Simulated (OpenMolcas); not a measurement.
# Cl+: thermal populations, Slater's ratio, worked from levels

| Item | Value |
| --- | --- |
| Program | OpenMolcas 26.06 |
| Basis | ANO-L-VTZP [5s4p2d1f] |
| Scalar Hamiltonian | non-relativistic, point nucleus |
| Active space | 4 electrons in 3 orbitals (3p) |
| State averaging | 2S+1 = 3 even, 3 roots; 2S+1 = 1 even, 6 roots |
| Spin-orbit coupling | state interaction with AMFI integrals over the reference wave functions, term energies averaged over their components |

Methods: CASSCF; SS-CASPT2, IPEA 0.25 Eh, imaginary shift 0.1 Eh (closed shells correlated: 2s 2p 3s). Measured levels: NIST Handbook of Basic Atomic Spectroscopic Data.

**Thermal populations.** Z = Σ (2J + 1) exp(-E/kT) with k = 0.695035 cm-1/K, over the levels below. No other level of either list lies under 90000 cm-1, which is above 7 kT at each temperature.

```csv
Level,2J + 1,SS-CASPT2,measured
3s² 3p⁴ ³P₂,5,0.0,0.0
3s² 3p⁴ ³P₁,3,646,696
3s² 3p⁴ ³P₀,1,933,996
3s² 3p⁴ ¹D₂,5,12170,11654
3s² 3p⁴ ¹S₀,1,29690,27878
```

```csv
T (K),"Z, SS-CASPT2","Z, measured levels","Ground level (%), SS-CASPT2","Ground level (%), measured levels"
5000,8.407,8.381,59.5,59.7
8000,9.082,9.104,55.1,54.9
12000,9.861,9.919,50.7,50.4
```

At 12000 K, kT = 8340 cm-1, and the computed levels give Z = 5.000 + 2.776 + 0.894 + 1.162 + 0.028 = 9.861.

**Slater's ratio.** With one set of orbitals, p4 has ¹D - ³P = 6 F2 and ¹S - ¹D = 9 F2 (F2 = F²/25), a ratio of 3/2. Term energies are centres of gravity, weighted by 2J + 1.

```
   Source  ¹D - ³P  ¹S - ³P  F2 from the first  Ratio
   CASSCF    14113    35141               2352  1.490
SS-CASPT2    11846    29374               1974  1.480
 measured    11311    27535               1885  1.434
```

Energies in cm-1. A ratio away from 3/2 shows effects beyond one configuration with one set of orbitals, and in heavier atoms second-order spin-orbit shifts.

CASPT2 breaks the degeneracy within a term, and the mean is taken; among the terms shown or strongly mixed into the levels shown the widest spread is 180 cm-1 (3s² 3p⁴ ¹D, SS-CASPT2). With the s shell closed, the reference lacks s² → p² mixing. Without dynamic correlation excited terms often stand tens of per cent too high (terms of higher spin than the ground term too low), and those without a measured partner can miss by more than the paired ones (holds for CASSCF). Measured partners are found by configuration, term and J. A level has none where our copy of the source lacks it or the pairing is in doubt (some pairs that miss far off the trend of their configuration count as doubtful), and it then counts in no deviation. Only configurations of the active space appear.
